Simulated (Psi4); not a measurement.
H10Si4, triplet, at the geometry of the source list (a higher spin typed on purpose: for a closed-shell molecule this is an excited state). Base run: Psi4 with B3LYP/6-31G*.

Input for Psi4:
```
memory 2 GB

molecule {
0 3
  Si   -0.00790000    2.10850000   -0.74290000
  Si    0.05240000    0.16720000    0.53970000
  Si    1.91840000   -1.14510000    0.07820000
  Si   -1.93430000   -1.03930000    0.41950000
  H     1.20150000    2.92610000   -0.62340000
  H    -0.14290000    1.77620000   -2.16380000
  H    -1.13120000    2.99010000   -0.41680000
  H     0.18940000    0.60450000    1.95100000
  H     3.18760000   -0.42850000    0.22320000
  H     1.87240000   -1.62770000   -1.30480000
  H     2.02120000   -2.33440000    0.92700000
  H    -1.95100000   -2.22530000    1.27890000
  H    -3.11730000   -0.25530000    0.78180000
  H    -2.15830000   -1.51700000   -0.94770000
}

set basis 6-31g*
set reference uks

energy('b3lyp')
print_variables()
```

Each row names what was changed in the base input (with any setting that the change needs).

```
change                        ΔE vs base (µEh)  SCF cycles  grid points  basis functions               outcome
----------------------------  ----------------  ----------  -----------  ---------------  --------------------
base                                       0.0          17       300008               96             converged
e_convergence = 1e-10                      0.0          22       300008               96             converged
dft_spherical_points = 194                13.7          18       193604               96             converged
damping_percentage = 50                      -           -            -               96         not converged
dft_radial_points = 35                    2927          20       142535               96             converged
df_basis_scf = cc-pvtz-jkfit              87.2          17       300008               96             converged
dft_radial_points = 150                    2.0          17       595480               96             converged
dft_spherical_points = 974                -0.4          17       966186               96             converged
soscf = true                              -884          15       300008               96  another SCF solution
dft_radial_scheme = becke                  8.6          17       267899               96             converged
dft_radial_scheme = mura                   2.5          17       304790               96             converged
puream = false                             0.0          17       300008               96             converged
scf_type = out_of_core                     110          17       300008               96             converged
```

A guess, shift, damping, solver or small numerical setting can't move a converged solution much, so rows marked as another SCF solution ended in a different state.

Open shells are given as the SCF converged; they aren't shown to be the lowest states, and a large step between rows can be another state.
